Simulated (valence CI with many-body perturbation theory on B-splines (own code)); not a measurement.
**Rb22+: electric-dipole lines**

Computed by relativistic CI+MBPT: five valence electrons over a frozen Dirac-Fock core [Ne], a basis of 9 s, 9 p, 8 d, 6 f, 3 g, 1 h functions for each j, with the one-electron correlation potential Σ1 (screened to all orders), the two-electron term Σ2, the three-electron term Σ3, Breit, model QED; selected single and double excitations, second order for the rest (own B-spline code, finite nucleus).

No measured levels were compared; by estimate levels of excited configurations hold to 0.05 to 0.15 % of their energy, terms of the ground configuration to about 0.5 %. Among the levels kept, up to 460 cm⁻¹ of a level comes from second order outside the variational space, and about a tenth of that is noise between levels of different J, which matters for small intervals.

Lines 101 to 150 of 174 in falling wavelength, among levels below 158.63 eV, chosen from the strongest by gf and those to the six lowest levels. Wavelengths and rates use the calculated energies, so an error of 400 cm⁻¹ moves a line at 131.0 Å by 0.052 % and its rate by three times that or more. Electric multipoles are in the length gauge, E1 and E2 with the static RPA response of the core. Weak lines are less certain than strong ones. Lines between different terms over intervals too small for the method are left out, as are lines whose strength nearly cancels. The highest levels of a list are the least certain.

Names give the largest LS component (configuration and term), which can be under half, so a name can repeat, a term be missing and a line seem to break the LS rules; names also repeat where a configuration has a term twice. Letters in brackets count levels of one name in rising energy.

| λ vac (Å) | Upper | Lower | A (s⁻¹) | log gf | Branch % |
| --- | --- | --- | --- | --- | --- |
| 131.0 | 3s 3p4 2P_3/2 | 3s2 3p3 2P°_1/2 | 3.03e+09 | -1.51 | 1.9 |
| 130.3 | 3s2 3p2 3d 2P_3/2 [a] | 3s2 3p3 4S°_3/2 | 1.13e+09 | -1.94 | 8.2 |
| 129.7 | 3s 3p4 2P_1/2 | 3s2 3p3 4S°_3/2 | 4.44e+09 | -1.65 | 16.7 |
| 129.7 | 3s2 3p2 3d 2D_5/2 [a] | 3s2 3p3 2P°_3/2 | 3.44e+09 | -1.28 | 2.2 |
| 129.5 | 3s2 3p2 3d 2P_1/2 [b] | 3s2 3p3 2P°_3/2 | 2.52e+10 | -0.90 | 14.0 |
| 128.7 | 3s2 3p2 3d 4F_5/2 | 3s2 3p3 4S°_3/2 | 4.64e+09 | -1.16 | 86.6 |
| 127.7 | 3s2 3p2 3d 4D_5/2 | 3s2 3p3 2D°_3/2 | 2.77e+09 | -1.39 | 19.9 |
| 126.9 | 3s2 3p2 3d 4P_3/2 | 3s2 3p3 2P°_1/2 | 2.48e+07 | -3.62 | 0.0 |
| 126.5 | 3s2 3p2 3d 2P_1/2 [a] | 3s2 3p3 2D°_3/2 | 3.33e+09 | -1.80 | 16.6 |
| 125.9 | 3s2 3p2 3d 4P_1/2 | 3s2 3p3 2P°_1/2 | 9.62e+08 | -2.34 | 0.6 |
| 124.8 | 3s2 3p2 3d 2P_1/2 [c] | 3s2 3p3 2P°_3/2 | 2.25e+09 | -1.98 | 1.8 |
| 124.7 | 3s2 3p2 3d 2G_7/2 | 3s2 3p3 2D°_5/2 | 5.09e+09 | -1.02 | 100.0 |
| 124.6 | 3s2 3p2 3d 2D_3/2 [b] | 3s2 3p3 2P°_3/2 | 7.72e+08 | -2.14 | 0.4 |
| 123.9 | 3s2 3p2 3d 2D_5/2 [b] | 3s2 3p3 2P°_3/2 | 4.73e+09 | -1.19 | 2.7 |
| 123.3 | 3s 3p4 2P_3/2 | 3s2 3p3 2D°_5/2 | 5.95e+10 | -0.27 | 36.6 |
| 123.2 | 3s2 3p2 3d 2F_5/2 | 3s2 3p3 4S°_3/2 | 9.83e+08 | -1.87 | 83.7 |
| 122.7 | 3s2 3p2 3d 2D_3/2 [a] | 3s2 3p3 2P°_1/2 | 6.15e+09 | -1.26 | 12.0 |
| 121.7 | 3s2 3p2 3d 4P_5/2 | 3s2 3p3 2D°_5/2 | 1.33e+10 | -0.75 | 8.2 |
| 120.6 | 3s2 3p2 3d 4D_1/2 | 3s2 3p3 4S°_3/2 | 4.89e+08 | -2.67 | 4.5 |
| 120.5 | 3s2 3p2 3d 2D_5/2 [c] | 3s2 3p3 2P°_3/2 | 1.36e+09 | -1.75 | 4.8 |
| 120.1 | 3s2 3p2 3d 2F_7/2 [b] | 3s2 3p3 2D°_5/2 | 3.19e+09 | -1.26 | 100.0 |
| 119.6 | 3s2 3p2 3d 4P_3/2 | 3s2 3p3 2D°_5/2 | 2.68e+10 | -0.64 | 17.3 |
| 118.7 | 3s 3p4 2P_3/2 | 3s2 3p3 2D°_3/2 | 4.86e+10 | -0.39 | 29.9 |
| 118.3 | 3s2 3p2 3d 4D_3/2 | 3s2 3p3 4S°_3/2 | 5.50e+09 | -1.34 | 33.6 |
| 118.0 | 3s2 3p2 3d 2P_1/2 [b] | 3s2 3p3 2P°_1/2 | 2.70e+10 | -0.95 | 15.0 |
| 117.2 | 3s2 3p2 3d 4P_5/2 | 3s2 3p3 2D°_3/2 | 1.36e+10 | -0.77 | 8.4 |
| 116.0 | 3s2 3p2 3d 2P_3/2 [b] | 3s2 3p3 2P°_3/2 | 5.99e+10 | -0.32 | 41.2 |
| 115.9 | 3s2 3p2 3d 2D_3/2 [a] | 3s2 3p3 2D°_5/2 | 9.03e+09 | -1.14 | 17.6 |
| 115.3 | 3s2 3p2 3d 4P_3/2 | 3s2 3p3 2D°_3/2 | 1.10e+10 | -1.06 | 7.1 |
| 115.0 | 3s2 3p2 3d 4D_5/2 | 3s2 3p3 4S°_3/2 | 8.36e+09 | -1.00 | 60.2 |
| 114.4 | 3s2 3p2 3d 4P_1/2 | 3s2 3p3 2D°_3/2 | 5.01e+08 | -2.71 | 0.3 |
| 114.3 | 3s2 3p2 3d 2S_1/2 | 3s2 3p3 2P°_3/2 | 1.46e+11 | -0.24 | 88.7 |
| 114.1 | 3s2 3p2 3d 2P_1/2 [c] | 3s2 3p3 2P°_1/2 | 1.12e+11 | -0.36 | 91.8 |
| 114.0 | 3s2 3p2 3d 2P_1/2 [a] | 3s2 3p3 4S°_3/2 | 1.29e+09 | -2.30 | 6.4 |
| 113.9 | 3s2 3p2 3d 2D_3/2 [b] | 3s2 3p3 2P°_1/2 | 1.71e+10 | -0.88 | 9.4 |
| 111.8 | 3s2 3p2 3d 2D_5/2 [a] | 3s2 3p3 2D°_5/2 | 6.03e+10 | -0.17 | 38.2 |
| 111.8 | 3s2 3p2 3d 2D_3/2 [a] | 3s2 3p3 2D°_3/2 | 2.02e+09 | -1.82 | 3.9 |
| 110.3 | 3s2 3p2 3d 2D_3/2 [c] | 3s2 3p3 2P°_3/2 | 6.94e+10 | -0.30 | 43.9 |
| 109.5 | 3s2 3p2 3d 2D_5/2 [d] | 3s2 3p3 2P°_3/2 | 1.64e+11 | 0.25 | 94.6 |
| 108.0 | 3s2 3p2 3d 2D_3/2 [b] | 3s2 3p3 2D°_5/2 | 4.11e+10 | -0.54 | 22.6 |
| 108.0 | 3s2 3p2 3d 2D_5/2 [a] | 3s2 3p3 2D°_3/2 | 5.84e+10 | -0.21 | 36.9 |
| 107.9 | 3s2 3p2 3d 2P_1/2 [b] | 3s2 3p3 2D°_3/2 | 1.22e+11 | -0.37 | 67.8 |
| 107.6 | 3s 3p4 2P_3/2 | 3s2 3p3 4S°_3/2 | 4.95e+10 | -0.46 | 30.5 |
| 107.5 | 3s2 3p2 3d 2D_5/2 [b] | 3s2 3p3 2D°_5/2 | 6.61e+10 | -0.16 | 38.0 |
| 106.7 | 3s2 3p2 3d 2P_3/2 [b] | 3s2 3p3 2P°_1/2 | 8.15e+10 | -0.25 | 56.1 |
| 106.3 | 3s2 3p2 3d 4P_5/2 | 3s2 3p3 4S°_3/2 | 1.35e+11 | 0.14 | 83.4 |
| 105.3 | 3s2 3p2 3d 2S_1/2 | 3s2 3p3 2P°_1/2 | 8.87e+08 | -2.53 | 0.5 |
| 104.9 | 3s2 3p2 3d 2D_5/2 [c] | 3s2 3p3 2D°_5/2 | 2.04e+10 | -0.69 | 71.1 |
| 104.8 | 3s2 3p2 3d 4P_3/2 | 3s2 3p3 4S°_3/2 | 1.15e+11 | -0.12 | 74.6 |
| 104.6 | 3s2 3p2 3d 2P_1/2 [c] | 3s2 3p3 2D°_3/2 | 7.66e+09 | -1.60 | 6.3 |

How does gf follow from A for the line at 105.3 Å?

gf = 1.4992 × (2J+1)_upper × A / σ², with σ = 949635 cm⁻¹ and 2J+1 = 2: gf = 0.00295.
